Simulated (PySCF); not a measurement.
NMR data simulated for an unnamed compound:

¹H NMR (300 MHz, computed): δ 5.17 (q, 1H), 3.23 (d, 3H), 2.56 (s, 12H).

¹³C{¹H} NMR (computed): δ 39.5 (CH3).

[PySCF 2.14.0 with density-fitted response routines: NMR shieldings at PBE0/pcSseg-1/GIAO; GFN2-xTB structure; averaged over atoms made equivalent by symmetry, fast rotation or ring inversion; no relativistic terms; single conformer; gas phase]

Chemical shifts δ = σref − σ; TMS for ¹H and ¹³C, all at this level.

**Question.** Which of these does the molecule contain: an N-methyl group, a vinyl group CH=CH2, a tert-butyl group, a Si–CH3 group, a Si–H bond?

**Answer.** 
- An N-methyl group: yes (δC 39.5; δH 2.56 (s)).
- A vinyl group CH=CH2: no.
- A tert-butyl group: no.
- A Si–CH3 group: no.
- A Si–H bond: yes (δH 5.17 (q)).

The data belong to SMILES CN(C)[SiH]([SiH3])N(C)C, C4H16N2Si2; they needn't prove each group on their own.

Carbon signals by region: 1 below 50 ppm.

Shifts are as computed. Against solution values, carbons near 30 ppm lie about +3 ppm off and those near 130 ppm about +5 ppm. Of 1309 compounds with measured shifts, 239 miss one by over three times the rms of a fit or turn the order of signals round; such compounds aren't used in these exercises. Multiplicities follow the n + 1 count of equivalent neighbours, as no J values were calculated; m marks all less simple cases, F and P coupling included.
